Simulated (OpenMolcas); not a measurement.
# neutral oxygen: effect of the IPEA shift

```
Program             : OpenMolcas 26.06
Basis               : ANO-RCC-VTZP [4s3p2d1f]
Scalar Hamiltonian  : DKH2, point nucleus
Active space        : 6 electrons in 4 orbitals (2s 2p)
State averaging     : 2S+1 = 3 even, 3 roots; 2S+1 = 1 even, 6 roots
Spin-orbit coupling : RASSI with atomic mean-field integrals over the reference wave functions, term energies averaged over their components
```

Methods on the same reference wave functions:
A. CASSCF
B. SS-CASPT2, IPEA 0 Eh, imaginary shift 0.1 Eh (closed shells correlated: 1s)
C. SS-CASPT2, IPEA 0.25 Eh, imaginary shift 0.1 Eh (closed shells correlated: 1s)

Energies in cm-1 above 2s2 2p4 3P2, the measured ground level; measured values from NIST Handbook of Basic Atomic Spectroscopic Data.

```csv
Level,A,B,C,Measured
2s2 2p4 3P2,0.0,0.0,0.0,0.0
2s2 2p4 3P1,149,149,149,158
2s2 2p4 3P0,222,222,222,227
2s2 2p4 1D2,17699,16130,15860,15868
2s2 2p4 1S0,31988,33600,33320,33793
```

Deviations, from unrounded energies. A percentage is the sum of absolute deviations over the sum of measured energies, with the sign that they share, or ± where signs differ.

| Against measurement | Levels | A | B | C |
| --- | --- | --- | --- | --- |
| mean absolute deviation (cm-1) | 4 | 910 | 120 | 120 |
| fine structure of the ground term (%) | 2 | -3.6 | -3.5 | -3.5 |
| other terms of the ground configuration (%) | 2 | ±7.3 | ±0.9 | -1.0 |

B, C lie about equally close to measurement and A furthest from it. The largest miss of B in the table is 2s2 2p4 1D2, by +260 cm-1. The ranking rests on the paired levels alone, and a cruder setting can come out closer through cancelling errors.

Between B and C the level of the table that moves most is 2s2 2p4 1D2, by 270 cm-1 (lowest in C, highest in B). Moves below CASPT2's spread within the term are not significant.

The two smallest mean deviations differ by little beside CASPT2's spread within terms, so their order carries little weight.

From A to B the spin-free energies of the other terms of 2s2 2p4 shown, above 3P, scale by factors of 0.91 to 1.05.

The lowest spin-free term lies below A's lowest term by 0.164 hartree in B, 0.159 hartree in C.

CASPT2 does not keep the components of a term degenerate, so their means are used; among the terms shown or strongly mixed into the levels shown the widest spread is 120 cm-1 (2s2 2p4 1D, C). Without dynamic correlation excited terms often stand tens of per cent too high (terms of higher spin than the ground term too low), and those without a measured partner can miss by more than the paired ones (holds for A). Measured partners are found by configuration, term and J. A level has none where our copy of the source lacks it or the pairing is in doubt (some pairs that miss far off the trend of their configuration count as doubtful), and it then counts in no deviation. Only configurations of the active space appear.
